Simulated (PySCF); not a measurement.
Species: C₈H₈N (doublet state).
Z-matrix (Å and degrees, GFN2-xTB geometry), rows numbered from 1:
```
C 
C   1  1.3734
C   2  1.4244  1  118.94
C   3  1.3686  2  121.86  1  -179.79
C   4  1.4563  3  148.57  2   179.53
C   4  1.4565  3  148.51  2     1.06
C   3  1.4244  2  116.18  1     0.11
C   7  1.3734  3  118.93  2    -0.29
N   8  1.3304  7  124.19  3     0.23
H   1  1.0830  2  120.79  3  -179.87
H   2  1.0790  1  121.53  3  -179.94
H   5  1.0830  4  119.02  6   107.73
H   5  1.0829  4  119.02  6  -107.50
H   6  1.0832  4  119.12  5   107.55
H   6  1.0831  4  118.98  5  -107.63
H   7  1.0789  3  119.62  2   179.83
H   8  1.0830  7  120.79  3  -179.79
```

The hyperfine couplings belong to this conformer and change with its torsions.

Identity: `c1([C]2CC2)ccncc1` [radical].

The calculation used UKS B3LYP, pcH-1 on C H N, non-relativistic, mean-field spin-orbit, GIAO in PySCF. The structure is a single GFN2-xTB conformer in the gas phase; no vibrational or solvent corrections. The geometry wasn't refined by DFT: couplings that depend on bond lengths, twists or pyramidal angles can differ widely from those at the functional's own minimum. Stability of the SCF solution: not tested. ⟨S²⟩ is 0.776 where a pure state has 0.75.

What are g_iso and the isotropic 13C coupling of C4?

g_iso = 2.00292 and a = +66.44 MHz, or +2.370 mT (Mulliken spin population +0.66). 13C makes up about 1.07 % of the natural element, so this concerns labelled samples or satellites.

Take this nucleus alone (I = 1/2, g_N = 1.4048) with S = 1/2. Where do its 2 lines fall at 9.604 GHz to first order, to second order and exactly?

B0 = hν/(g μB) = 342.592 mT and a/B0 = 0.0069. B(1) = B0 − a·mI, B(2) = B(1) − a²[I(I+1) − mI²]/(2B0); the exact values solve the Breit–Rabi equation, nuclear Zeeman term included.

| mI | first order (mT) | second order (mT) | exact (mT) | exact − first order |
| --- | --- | --- | --- | --- |
| −1/2 | 343.777 | 343.773 | 343.773 | -0.004 |
| +1/2 | 341.407 | 341.403 | 341.403 | -0.004 |

Someone takes the midpoint and the distance of the outer exact lines at face value. What g and a result?

Their midpoint, 342.588 mT, gives an apparent g of 2.00294 (true 2.00292), and their distance over 2I an apparent |a| of 2.370 mT (true 2.370).

Other couplings of abundant isotopes, left aside here: 4 × 1H 64 MHz, 2 × 1H 16 MHz, 1 × 14N 9 MHz, 2 × 1H 5 MHz.

Class means assume fast exchange of nuclei equivalent by connectivity; if that motion is slow, each nucleus keeps its own coupling.

Hardware: an Arm Neoverse V2 with one thread, on a shared host. Cost: 90 s of wall time (grids of density and orbitals included), 1.1 GiB resident at most.
